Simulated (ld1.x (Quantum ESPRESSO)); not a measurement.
**Transferability test, ultrasoft potential for praseodymium**

- Element: praseodymium
- Generator: ld1.x (Quantum ESPRESSO) 7.5
- Type: ultrasoft
- Functional: PBE
- Relativity: scalar-relativistic
- Frozen core: [Kr] 4d10
- Valence charge: 13
- Reference configuration: 4f2 5s2 5p6 5d0 6s0 6p0 (charge +3)
- Partial waves: 5s (bound): rcut 1.85, rcutus 2.10 bohr; 6s (bound, empty): rcut 1.85, rcutus 2.10 bohr; 5p (bound): rcut 2.40, rcutus 3.20 bohr; 6p (bound, empty): rcut 2.40, rcutus 3.20 bohr; 5d (bound, empty): rcut 2.05, rcutus 2.85 bohr; 5d channel at -0.7 Ry: rcut 2.05, rcutus 2.85 bohr; 4f (bound): rcut 1.25, rcutus 1.45 bohr; 4f channel at 1.05 Ry: rcut 1.25, rcutus 1.45 bohr
- Local potential: all-electron potential smoothed inside 2.40 bohr (lloc = -2)
- Core correction: none
- Augmentation charge: PSQ, inside the norm-conserving radii

Energies are relative to the spin-unpolarised reference configuration 4f2 5s2 5p6 5d0 6s0 6p0; without spin polarisation the order of configurations can differ from experiment. Not all tests gave a result: test run stopped at test 4 of 7 (negative rho).

```csv
valence configuration,charge,ΔE all-electron (eV),error AE − PS (meV)
4f3 5s2 5p6 5d0 6s2 6p0,0,-37.925,+172
4f3 5s2 5p6 5d0 6s1 6p0,+1,-32.204,+171
4f3 5s2 5p6 5d0 6s0 6p0,+2,-21.578,+163
```
